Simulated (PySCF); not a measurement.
Compound: C₃H₉NOSi.
Atom-mapped SMILES: `[CH3:1][SiH2:2][NH:3][C:4]([CH3:5])=[O:6]` (hydrogens: H7, H8, H9 on C1; H10, H11 on Si2; H12 on N3; H13, H14, H15 on C5)

The same species was optimised twice, with GFN2-xTB and with PBE0-D3(BJ)/def2-SVP (PySCF), and the same property calculations (PySCF, gas phase) were run on both structures.

| coordinate | GFN2-xTB | PBE0-D3(BJ)/def2-SVP | change |
| --- | --- | --- | --- |
| C1–Si2 (Å) | 1.894 | 1.866 | -0.028 |
| N3–C4 (Å) | 1.351 | 1.368 | +0.017 |
| Si2–N3 (Å) | 1.762 | 1.778 | +0.016 |
| C4=O6 (Å) | 1.214 | 1.218 | +0.004 |
| C4–C5 (Å) | 1.511 | 1.510 | -0.001 |
| C1–Si2–N3 (°) | 110.0 | 112.4 | +2.4 |
| Si2–N3–C4 (°) | 117.4 | 118.9 | +1.5 |
| C5–C4–O6 (°) | 123.9 | 122.9 | -1.0 |
| N3–C4–C5 (°) | 116.2 | 116.7 | +0.5 |
| N3–C4–O6 (°) | 119.9 | 120.4 | +0.5 |
| C1–Si2–N3–C4 (°) | -67 | -63 | +4 |
| Si2–N3–C4–C5 (°) | 180 | -179 | +1 |

Rotational constants: A = 5746, B = 1714, C = 1531 MHz (GFN2-xTB) against A = 5808, B = 1681, C = 1477 MHz (PBE0-D3(BJ)/def2-SVP). Point groups within 0.08 Å: C1 and C1.

On the GFN2-xTB structure: HOMO (eV) -7.47 [PBE0/pcSseg-1]; LUMO (eV) 0.45 [PBE0/pcSseg-1]; dipole (D) 3.19 [PBE0/pcSseg-1]; GIAO shielding of C1 (ppm) 191.0 [PBE0/pcSseg-1]; GIAO shielding of Si2 (ppm) 390.7 [PBE0/pcSseg-1]; GIAO shielding of N3 (ppm) 145.8 [PBE0/pcSseg-1]; GIAO shielding of C4 (ppm) 9.3 [PBE0/pcSseg-1]; GIAO shielding of C5 (ppm) 162.3 [PBE0/pcSseg-1]; GIAO shielding of O6 (ppm) -118.6 [PBE0/pcSseg-1].

What do these properties become on the PBE0-D3(BJ)/def2-SVP structure?

```csv
property,level,on GFN2-xTB,on PBE0-D3(BJ)/def2-SVP,change
HOMO (eV),PBE0/pcSseg-1,-7.47,-7.52,-0.05
LUMO (eV),PBE0/pcSseg-1,0.45,0.33,-0.12
dipole (D),PBE0/pcSseg-1,3.19,3.20,+0.01
"energy, GFN2-xTB geometry as zero (kcal/mol)",PBE0/pcSseg-1,0.0,-1.3,-1.3
GIAO shielding of C1 (ppm),PBE0/pcSseg-1,191.0,188.8,-2.2
GIAO shielding of Si2 (ppm),PBE0/pcSseg-1,390.7,386.3,-4.4
GIAO shielding of N3 (ppm),PBE0/pcSseg-1,145.8,144.3,-1.5
GIAO shielding of C4 (ppm),PBE0/pcSseg-1,9.3,7.3,-2.0
GIAO shielding of C5 (ppm),PBE0/pcSseg-1,162.3,160.2,-2.1
GIAO shielding of O6 (ppm),PBE0/pcSseg-1,-118.6,-130.1,-11.5
```

The heavy atoms differ by 0.052 Å rms after alignment. Among bonds between heavy atoms C1–Si2 changes most (-0.028 Å). Changes are differences of the printed values. Neither structure is proved a minimum here.

Conformer computed: `[CH3:1][SiH2:2][NH:3][C:4]([CH3:5])=[O:6]`: C1–Si2–N3–C4 -63°, Si2–N3–C4–C5 -179°.
